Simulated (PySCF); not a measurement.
H9NSi3, SMILES [SiH3][SiH2]N[SiH3].

The structure is a stationary point at PBE0-D3(BJ)/def2-SVP. One conformer was computed; it need not be the lowest.

Two levels are set side by side: TDA-PBE/def2-SVPD (PySCF) and TDA-PBE0/def2-SVPD (PySCF). Vertical, same geometry. The lowest singlet is HOMO→LUMO 99 % with PBE and HOMO→LUMO 98 % with the other functional; states are paired by order. Differences are taken from unrounded values.

```csv
quantity,TDA-PBE
lowest singlet excitation (eV),5.06
lowest triplet excitation (TDA) (eV),4.80
```

### Question
These are the TDA-PBE values. What does TDA-PBE0 give? (The exact figures need the calculation; the answer reports its results.)

### Answer

```
quantity                              TDA-PBE0  TDA-PBE minus TDA-PBE0
------------------------------------  --------  ----------------------
lowest singlet excitation (eV)            5.74                   -0.67
lowest triplet excitation (TDA) (eV)      5.40                   -0.60
```

Functionals without exact exchange tend to place singlet excitations lower, as here. Differences between two approximate levels are no errors against the true value.

Rough cost on one machine, each run with all the roots and properties that it gave: TDA-PBE0 against TDA-PBE within a factor of 2.
